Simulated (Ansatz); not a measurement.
```xyz
6

C    -0.0267   -0.4249   -0.0925
O    -0.0146   -0.4268    1.1850
N     0.0484    0.6680   -0.8578
H     0.0499   -1.3602   -0.6420
H    -0.0239    0.5722   -1.8969
H    -0.0421    1.6132   -0.4096
```

Basis set: def2-TZVP (spherical functions). Left uncorrelated: 3 orbitals. Charge 0, multiplicity 1.

Computed with Ansatz (development build ahead of 0.2.0); each method stands on the lowest determinant of its kind that the runs found. Restricted open shells among the atoms or ions are ROHF, correlated in semicanonical orbitals with singles.

The atomization energy at this shape (free ground-state atoms in the same class of orbitals less the molecule, no zero-point energy) of singlet CH₃NO:

```tsv
method	atomization energy
RHF-MP2	23.95 eV
```

Question: What does RHF give?

Answer: 16.21 eV. Caution: the shape is not the minimum.
